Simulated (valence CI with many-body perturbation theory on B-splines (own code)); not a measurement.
## Dy⁵²⁺: calculated level list

Level of theory: relativistic CI+MBPT: four valence electrons over a frozen Dirac-Fock core [Ne], a basis of 11 s, 11 p, 9 d, 7 f, 5 g, 2 h, 1 i functions for each j, with the one-electron correlation potential Σ1, the two-electron term Σ2, the three-electron term Σ3, Breit, model QED; selected CI, second order for the rest (own B-spline code, finite nucleus).

No measured spectrum was set against this ion. As an estimate, large intervals hold to a few tenths of a per cent, small ones and those within an open d or f shell to about a per cent.

Levels 1 to 45 of 65, with energies above the lowest level, (3s^2 3p1/2^2) J=0. "Leading %" is the weight of the configuration and term that name the level; weights of strongly mixed levels are sums over their largest components and can fall short. In the jj column 3d3/2^4 stands for four electrons in 3d with j = 3/2.

```
No.  Configuration  Term  J  E (eV)  Leading %    Second component      g                   Leading jj
  1        3s2 3p2    3P  0    0.00         70     30 % 3s2 3p2 1S                 3s^2 3p1/2^2 (99 %)
  2        3s2 3p2    3P  1  198.79         99                      1.492      3s^2 3p1/2 3p3/2 (99 %)
  3        3s2 3p2    1D  2  206.99         63     36 % 3s2 3p2 3P  1.170      3s^2 3p1/2 3p3/2 (99 %)
  4         3s 3p3   3P°  2  338.97         45     30 % 3s 3p3 5S°  1.548      3s 3p1/2^2 3p3/2 (96 %)
  5         3s 3p3   3D°  1  363.80         31     22 % 3s 3p3 1P°  1.030      3s 3p1/2^2 3p3/2 (83 %)
  6      3s2 3p 3d   3F°  2  389.30         74  20 % 3s2 3p 3d 1D°  0.756      3s^2 3p1/2 3d3/2 (99 %)
  7        3s2 3p2    3P  2  411.83         63     36 % 3s2 3p2 1D  1.309          3s^2 3p3/2^2 (98 %)
  8      3s2 3p 3d   3D°  1  425.65         46  24 % 3s2 3p 3d 1P°  0.877      3s^2 3p1/2 3d3/2 (84 %)
  9        3s2 3p2    1S  0  429.58         69     30 % 3s2 3p2 3P                 3s^2 3p3/2^2 (98 %)
 10      3s2 3p 3d   3P°  2  452.31         43  33 % 3s2 3p 3d 3D°  1.301      3s^2 3p1/2 3d5/2 (94 %)
 11      3s2 3p 3d   3F°  3  453.19         53  23 % 3s2 3p 3d 1F°  1.113      3s^2 3p1/2 3d5/2 (96 %)
 12      3s 3p2 3d    5F  1  532.82         43   35 % 3s 3p2 3d 3D  0.421      3s 3p1/2^2 3d3/2 (98 %)
 13         3s 3p3   3D°  2  533.08         50     41 % 3s 3p3 5S°  1.508      3s 3p1/2 3p3/2^2 (92 %)
 14      3s 3p2 3d    3D  2  538.85         29   21 % 3s 3p2 3d 5F  1.146      3s 3p1/2^2 3d3/2 (95 %)
 15         3s 3p3   3D°  3  547.74         92   5 % 3s2 3p 3d 3F°  1.309      3s 3p1/2 3p3/2^2 (92 %)
 16         3s 3p3   3P°  0  558.18         88  12 % 3s2 3p 3d 3P°             3s 3p1/2 3p3/2^2 (88 %)
 17         3s 3p3   3P°  1  570.15         37     21 % 3s 3p3 3D°  1.269      3s 3p1/2 3p3/2^2 (84 %)
 18         3s 3p3   1D°  2  571.33         56  10 % 3s2 3p 3d 3D°  1.084      3s 3p1/2 3p3/2^2 (73 %)
 19         3s 3p3   3S°  1  580.54         34     24 % 3s 3p3 3P°  1.356      3s 3p1/2 3p3/2^2 (96 %)
 20      3s 3p2 3d    3D  3  592.00         31   22 % 3s 3p2 3d 5D  1.356      3s 3p1/2^2 3d5/2 (96 %)
 21      3s 3p2 3d    3F  2  604.05         29   21 % 3s 3p2 3d 1D  1.021      3s 3p1/2^2 3d5/2 (93 %)
 22      3s2 3p 3d   3F°  3  620.59         41  36 % 3s2 3p 3d 1F°  1.099      3s^2 3p3/2 3d3/2 (92 %)
 23      3s2 3p 3d   3D°  2  622.43         41     17 % 3s 3p3 1D°  1.060      3s^2 3p3/2 3d3/2 (73 %)
 24      3s2 3p 3d   3P°  1  623.32         48  32 % 3s2 3p 3d 3D°  1.125      3s^2 3p3/2 3d3/2 (84 %)
 25      3s2 3p 3d   3P°  0  624.51         87     12 % 3s 3p3 3P°             3s^2 3p3/2 3d3/2 (87 %)
 26      3s2 3p 3d   3F°  4  646.77         99                      1.241      3s^2 3p3/2 3d5/2 (99 %)
 27      3s2 3p 3d   3P°  2  653.74         43  39 % 3s2 3p 3d 1D°  1.248      3s^2 3p3/2 3d5/2 (94 %)
 28      3s2 3p 3d   3D°  3  676.41         56  40 % 3s2 3p 3d 1F°  1.188      3s^2 3p3/2 3d5/2 (93 %)
 29      3s2 3p 3d   1P°  1  684.36         63  23 % 3s2 3p 3d 3P°  1.079      3s^2 3p3/2 3d5/2 (95 %)
 30            3p4    3P  2  706.23         28   16 % 3s 3p2 3d 5F  1.190  3s 3p1/2 3p3/2 3d3/2 (54 %)
 31      3s 3p2 3d    5D  0  713.64         71   14 % 3s 3p2 3d 3P         3s 3p1/2 3p3/2 3d3/2 (89 %)
 32      3s 3p2 3d    5D  1  716.24         53   22 % 3s 3p2 3d 5F  1.159  3s 3p1/2 3p3/2 3d3/2 (99 %)
 33      3s 3p2 3d    5F  3  720.62         46   34 % 3s 3p2 3d 3F  1.145  3s 3p1/2 3p3/2 3d3/2 (95 %)
 34      3s 3p2 3d    5F  2  722.17         27         22 % 3p4 3P  1.170  3s 3p1/2 3p3/2 3d3/2 (57 %)
 35            3p4    1S  0  730.17         42         25 % 3p4 3P              3p1/2^2 3p3/2^2 (67 %)
 36      3s 3p2 3d    3F  4  734.67         29   28 % 3s 3p2 3d 3G  1.180  3s 3p1/2 3p3/2 3d3/2 (91 %)
 37      3s 3p2 3d    3F  2  747.02         62    7 % 3s 3p2 3d 3P  0.904  3s 3p1/2 3p3/2 3d3/2 (84 %)
 38      3s 3p2 3d    3D  3  751.74         29   24 % 3s 3p2 3d 5P  1.330  3s 3p1/2 3p3/2 3d3/2 (84 %)
 39      3s 3p2 3d    5P  1  756.28         34   24 % 3s 3p2 3d 3P  1.771  3s 3p1/2 3p3/2 3d3/2 (95 %)
 40      3s 3p2 3d    5P  2  756.76         26   24 % 3s 3p2 3d 3P  1.423  3s 3p1/2 3p3/2 3d3/2 (85 %)
 41      3s 3p2 3d    5D  4  760.90         47   35 % 3s 3p2 3d 5F  1.388  3s 3p1/2 3p3/2 3d5/2 (99 %)
 42      3s 3p2 3d    3G  3  761.07         49   23 % 3s 3p2 3d 1F  0.918  3s 3p1/2 3p3/2 3d3/2 (97 %)
 43      3s 3p2 3d    3D  1  762.62         39   22 % 3s 3p2 3d 1P  0.827  3s 3p1/2 3p3/2 3d3/2 (90 %)
 44         3s 3p3   3P°  2  770.96         49     17 % 3s 3p3 1D°  1.416            3s 3p3/2^3 (94 %)
 45      3s 3p2 3d    3P  2  779.39         34   18 % 3s 3p2 3d 5D  1.342  3s 3p1/2 3p3/2 3d5/2 (93 %)
```

The ionisation energy to 3s2 3p 2P°_1/2 of the next ion comes out as 4947.3 eV (NIST: 4945 ± 4 eV (theoretical)). All 65 levels together are meant to be complete up to 860.61 eV.
